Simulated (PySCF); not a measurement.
Job file and geometry (Å, from GFN2-xTB) of an NMR shielding run on SMILES F[Si@H]1CCCN1, C3H8FNSi, PySCF, GIAO PBE0/pcSseg-1 NMR shielding, non-relativistic, gas phase; density fitting, a coarse starting grid and PySCF grid level 2 are the driver's defaults:

```
$ OMP_NUM_THREADS=1 python probes_run.py task.json out

{"job": {"kind": "nmr", "xc": "PBE0", "basis": "pcSseg-1"}, "charge": 0, "multiplicity": 1}
F      0.740573     2.302826     1.346888
Si     0.416459     1.474945    -0.003142
C      1.275571    -0.208507    -0.147260
C      0.191997    -1.206188     0.273925
C     -1.158088    -0.651582    -0.178486
N     -1.132393     0.767204     0.128862
H      0.673822     2.436178    -1.063058
H      1.569810    -0.394073    -1.179911
H      2.167827    -0.322449     0.463631
H      0.363239    -2.201302    -0.138566
H      0.184775    -1.280893     1.361969
H     -1.299502    -0.825494    -1.254771
H     -1.983059    -1.132530     0.355046
H     -2.011709     1.241393     0.012707
```

Q: Write the output of this run.

A: 
```
coarse grid: 11992 points
cycle   1  E = -562.7294151848  dE =  6.575e-01  |g| = 6.529e-01  |ddm| = 3.319e+00
cycle   2  E = -562.6617512763  dE =  6.766e-02  |g| = 9.262e-01  |ddm| = 1.190e+00
cycle   3  E = -562.8105733332  dE = -1.488e-01  |g| = 5.489e-02  |ddm| = 7.197e-01
cycle   4  E = -562.8109600943  dE = -3.868e-04  |g| = 3.148e-02  |ddm| = 6.299e-02
cycle   5  E = -562.8111726972  dE = -2.126e-04  |g| = 5.044e-03  |ddm| = 2.771e-02
cycle   6  E = -562.8111775585  dE = -4.861e-06  |g| = 1.812e-03  |ddm| = 5.577e-03
final grid: 111128 points
cycle   7  E = -562.8497024495  dE = -2.753e-05  |g| = 8.714e-03  |ddm| = 2.348e-02
cycle   8  E = -562.8496865425  dE =  1.591e-05  |g| = 1.215e-02  |ddm| = 1.727e-02
cycle   9  E = -562.8497204197  dE = -3.388e-05  |g| = 8.748e-04  |ddm| = 1.011e-02
cycle  10  E = -562.8497205480  dE = -1.283e-07  |g| = 2.721e-04  |ddm| = 7.495e-04
cycle  11  E = -562.8497205617  dE = -1.371e-08  |g| = 3.358e-05  |ddm| = 2.280e-04
cycle  12  E = -562.8497205619  dE = -1.628e-10  |g| = 1.590e-05  |ddm| = 3.582e-05
converged SCF energy = -562.8497205619

GIAO shielding tensors (ppm)
atom      isotropic    diamagn.    paramagn.     s11        s22        s33       span
  0 F      330.397     468.272    -137.875    273.272    340.895    377.024    103.752
  1 Si     349.182     878.040    -528.858    325.442    355.051    367.052     41.609
  2 C      173.760     254.782     -81.022    166.093    174.150    181.036     14.944
  3 C      159.857     247.483     -87.626    145.791    160.474    173.306     27.516
  4 C      138.849     244.399    -105.550    118.650    135.810    162.087     43.438
  5 N      211.979     322.748    -110.769    174.013    216.401    245.524     71.511
  6 H       26.560      28.630      -2.070     22.569     24.282     32.830     10.261
  7 H       31.327      31.318       0.009     26.563     28.606     38.811     12.247
  8 H       30.761      30.436       0.325     26.380     27.788     38.115     11.735
  9 H       29.811      30.093      -0.282     24.840     27.523     37.070     12.230
 10 H       29.886      30.887      -1.001     25.046     27.640     36.972     11.926
 11 H       28.730      30.194      -1.465     23.496     26.764     35.929     12.433
 12 H       28.368      29.205      -0.837     23.395     26.688     35.021     11.625
 13 H       30.246      31.342      -1.096     21.989     27.441     41.306     19.317
```

Size and cost of the density-fitted run: 149 basis functions, 17 s wall time on 1 thread of an Arm Neoverse V1, shared host; peak memory 0.71 GiB.
